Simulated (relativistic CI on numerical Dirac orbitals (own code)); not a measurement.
**Ru²⁺: 4s photoemission**

Computed with this model: Dirac-Coulomb-Breit CI, separate exchange-only KLI orbitals for each configuration, QED by a radiative potential, valence Slater integrals scaled by 0.9, multiplet model of photoemission in the sudden approximation; configurations [Kr] 4d6 → [Ar] 3d10 4s 4p6 4d6; 300 K; Lorentzian 1.4 eV and Gaussian 0.6 eV FWHM. Energies are those of the free ion, without screening or charge transfer. The energies are binding energies and can lie tens of eV above those of solids. Without intra-shell correlation the exchange splitting of an s hole comes out too large, often by half or more. S is read from ⟨S²⟩ = S(S + 1).

Field parameters in Wybourne normalisation: D3d B²₀ = −7Dσ, B⁴₀ = −14Dq − 21Dτ, B⁴₃ = −14√(10/7) Dq. The field is a parameter set, without covalency.

Computed curve for D3d, 10Dq = 29750, Dσ = -920, Dτ = -490 cm⁻¹, scaled to 100 at the maximum (points under 2 are left out and the grid is thinned):

(Energy (eV), Intensity): (106.0, 2.2), (106.2, 2.3), (106.6, 2.8), (106.8, 3.0), (107.0, 3.3), (107.4, 4.1), (107.6, 4.5), (107.8, 5.1), (108.2, 6.5), (108.4, 7.5), (108.6, 8.7), (109.0, 12.1), (109.2, 14.6), (109.4, 17.9), (109.8, 28.3), (110.0, 36.5), (110.2, 47.6), (110.6, 77.6), (110.8, 91.8), (111.0, 100.0), (111.4, 89.3), (111.6, 75.1), (111.8, 60.3), (112.2, 37.1), (112.4, 29.2), (112.6, 23.2), (113.0, 15.2), (113.2, 12.6), (113.4, 10.5), (113.8, 7.7), (114.0, 6.7), (114.2, 5.9), (114.6, 4.6), (114.8, 4.1), (115.0, 3.7), (115.4, 3.1), (115.6, 2.8), (115.8, 2.6), (116.2, 2.3), (116.4, 2.1)

The ground state has S = 0.03, and the centroid lies at 111.11 eV.
